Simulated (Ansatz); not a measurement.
The cluster Si3Sn⁻. Charge -1, multiplicity 2. Geometry r2SCAN-D4/def2-SVPD; atoms count from 1.

| atom | x (Å) | y (Å) | z (Å) |
| --- | --- | --- | --- |
| Si1 | -0.179 | 1.270 | 1.678 |
| Si2 | 0.411 | 2.014 | -0.377 |
| Si3 | -0.169 | -2.757 | -1.132 |
| Sn4 | -0.062 | -0.527 | -0.169 |

In the def2 sets Sn takes a core potential; there is no spin–orbit coupling. The charge -1 doublet is spin-contaminated (final ⟨S²⟩ up to 0.99, 0.75 for a pure state). Another isomer (doublet) lies 1.94 eV lower at PBE0-D4/def2-TZVPD; other spin states weren't run for this one.

**Question.** Estimate the Mulliken populations from the PBE0/def2-TZVPD orbitals of Ansatz.

**Answer.** 
```
atom  charge (e)  spin (α − β)
 Si1       -0.42          0.02
 Si2       -0.41          0.00
 Si3       -0.48          1.22
 Sn4        0.31         -0.24
```
Mulliken values and Mayer orders depend strongly on the basis. With diffuse functions, as here, like atoms can get unlike values, and bond orders can come out too low or too high.

**Question.** Where does the spin sit?

**Answer.** Summed by element: Si 1.24, Sn -0.24, of 1 unpaired in all. Largest on single atoms: Si3 1.22, Sn4 -0.24, Si1 0.02.

**Question.** And the Mayer bond orders between bonded heavy atoms (over 0.3)?

**Answer.** Si1–Si2 1.54 (2.26 Å); Si1–Sn4 0.87 (2.58 Å); Si2–Sn4 0.87 (2.59 Å); Si3–Sn4 1.40 (2.43 Å).
